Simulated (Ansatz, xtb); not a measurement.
Relative energy of two isomers of C5H6F2O

We compare X, `O=C/C=C/CC(F)F`, a singlet, with Y, `F[C@@H]1CC[C@]2(F)O[C@H]12`, a singlet. Both are isolated molecules in the gas phase, relaxed with r2SCAN-D4/def2-SVP; the shapes shown needn't be the lowest conformers.

X (Å):

```xyz
14

C    -0.1667   -2.3093   -1.8340
C    -0.0998   -1.3349   -0.7354
C    -0.2149   -0.0148   -0.9736
C    -0.1636    1.0602    0.0575
C    -1.3915    1.9514    0.0336
F    -1.2369    2.9564    0.9326
F    -1.5207    2.5142   -1.2008
O    -0.0730   -3.5084   -1.6908
H    -0.3176   -1.8479   -2.8503
H     0.0500   -1.7372    0.2741
H    -0.3651    0.3194   -2.0106
H     0.6927    1.7325   -0.1369
H    -0.0462    0.6468    1.0711
H    -2.3307    1.4160    0.2652
```

Y (Å):

```
atom    x (Å)    y (Å)    z (Å)
   C   0.8935   0.7231  -0.7231
   C  -0.4364  -0.0227  -0.9178
   C  -0.3129  -1.3238  -0.1028
   C   0.6194  -0.9060   1.0071
   C   1.3574   0.3053   0.6499
   F   0.7232   2.0871  -0.8580
   F   1.1184  -1.8726   1.8001
   O   0.2839   0.2866   1.6327
   H   1.6585   0.4083  -1.4602
   H  -1.2146   0.6176  -0.4756
   H  -0.6806  -0.1846  -1.9769
   H   0.1623  -2.1348  -0.6792
   H  -1.2773  -1.6947   0.2786
   H   2.3516   0.5405   1.0441
```

Quicker runs give these differences E(Y) − E(X): GFN2-xTB −22.4 kcal/mol; HF/STO-3G −36.5 kcal/mol (at GFN2-xTB geometries); r2SCAN-D4/def2-SVP//GFN2-xTB +5.7 kcal/mol.

Question: Which of the two would you expect CCSD(T)/def2-SVP + ΔMP2/def2-TZVPP electronic energies to favour?

Answer: Structure X; the calculation gives E(Y) − E(X) = +8.1 kcal/mol.

How the difference moves with the method:

| level | geometry | E(Y) − E(X) (kcal/mol) | departure from the last row (kcal/mol) | job, with rough time for the two |
| --- | --- | --- | --- | --- |
| GFN2-xTB | GFN2-xTB | −22.4 | −30.5 | optimisation, 0.12 s |
| HF/STO-3G | GFN2-xTB | −36.5 | −44.6 | single point, 0.4 s |
| r2SCAN-D4/def2-SVP//GFN2-xTB | GFN2-xTB | +5.7 | −2.4 | single point, 3.7 s |
| r2SCAN-D4/def2-SVP | r2SCAN-D4/def2-SVP | +5.4 | −2.7 | optimisation, 34 s |
| HF/def2-SVP | r2SCAN-D4/def2-SVP | +16.3 | +8.2 | part of the CCSD(T) run |
| MP2/def2-SVP | r2SCAN-D4/def2-SVP | +8.4 | +0.3 | part of the CCSD(T) run |
| CCSD(T)/def2-SVP | r2SCAN-D4/def2-SVP | +10.9 | +2.7 | single point |
| CCSD(T)/def2-SVP + ΔMP2/def2-TZVPP | r2SCAN-D4/def2-SVP | +8.1 |  | single point, 97 s |

As drawn, Y has 2 C–C, 2 C–O in place of 1 C=O, 1 C=C. Structure X has no ring, Y a 3-membered ring and a 5-membered ring.

GFN2-xTB, HF/STO-3G put the two in the other order. The largest departure from CCSD(T)/def2-SVP + ΔMP2/def2-TZVPP is that of HF/STO-3G, 44.6 kcal/mol. The last row adds to CCSD(T) the change of the MP2 difference between the two basis sets, here −2.7 kcal/mol.

With thermal terms from frequencies at re-optimised GFN2-xTB minima (ideal gas, soft modes damped towards free rotors, one conformer each, 298.15 K, 1 atm): the zero-point term adds +2.8 kcal/mol; ΔH is +9.7 and ΔG +13.0 kcal/mol.

The correlated steps freeze 8 core orbitals. Mirror images aren't counted in ΔG. Codes used: Ansatz 0.2.0, xtb 6.7.1; the last row on 4 threads of Arm Neoverse V1 on a shared host.
